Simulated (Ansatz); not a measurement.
Two isomers of CH4FOSn: A = `[CH3][Sn]([OH])[F]`•, B = `[CH3][SnH]([O])[F]`•.

Program: Ansatz. Geometries: PBE0-D4/def2-TZVP. ΔE: electronic, gas phase. CCSD(T)/CBS is the MP2 limit (def2-TZVPP, def2-QZVPP) plus CCSD(T) − MP2 in def2-TZVPP, frozen cores. DFT in def2-TZVPP. B3LYP here is the variant with VWN-RPA as its local correlation; programs differ in this. Open shells (•) are unrestricted, without spin–orbit coupling. def2 core potentials past Kr. For Sn outer-core shells are correlated without core-valence functions, which leaves a few kJ/mol of doubt a bond. One conformer a species, not always the lowest.

A:

```xyz
8

C    -0.8758   -0.7692    0.6953
Sn   -0.1252    0.3897   -0.9812
O     1.8198    0.0818   -0.9643
F    -0.2278    2.2479   -0.4242
H    -0.2173   -1.6298    0.8041
H    -1.9043   -1.0758    0.5224
H    -0.8023   -0.1025    1.5549
H     2.3328    0.8580   -1.2071
```

B:

```xyz
8

C     0.3198   -0.0374    1.1421
Sn   -0.3663    0.1107   -0.8548
O     1.0166    1.0429   -1.9200
F    -0.4177   -1.6934   -1.5191
H     1.2914   -0.5293    1.1358
H     0.4109    0.9559    1.5795
H    -0.3876   -0.6338    1.7170
H    -1.8671    0.7844   -1.2805
```

Task: Which is lower in electronic energy at CCSD(T)/CBS, and by how much? (Best estimate.)

Result: The calculation gave: A, by 202.5 kJ/mol.

Task: Give E(B) − E(A) in kJ/mol with BLYP-D4, PBE-D4, B2PLYP, LDA (SPW92), CCSD(T)/def2-SVP, B3LYP, PBE0-D4. (Best estimate.)

Result: The calculation gave: BLYP-D4 212.6, PBE-D4 216.5, B2PLYP 204.8, LDA (SPW92) 244.9, CCSD(T)/def2-SVP 178.7, B3LYP 201.7, PBE0-D4 199.3. None reverses the order clearly.

Task: Does the order hold for the free energy at 298.15 K (harmonic terms from PBE0-D4)? (Best estimate.)

Result: Computed: Yes: G(B) − G(A) = +195.2 kJ/mol, for one conformer each. Modes under 60 cm⁻¹, often nearly free rotors, make the harmonic entropy too high.

Largest T1 diagnostic: 0.017.

From PBE to PBE0 (25 % exact exchange), in def2-TZVPP and without D4, E(B) − E(A) moves by −17.1 kJ/mol. Leaving LDA and LC-ωPBE aside and taking each functional with its dispersion term where it has one, the values, not all of them listed here, spread over 39.8 kJ/mol, from BHLYP-D4 to PBE-D4. LDA lies +28.7 kJ/mol from PBE without D4.
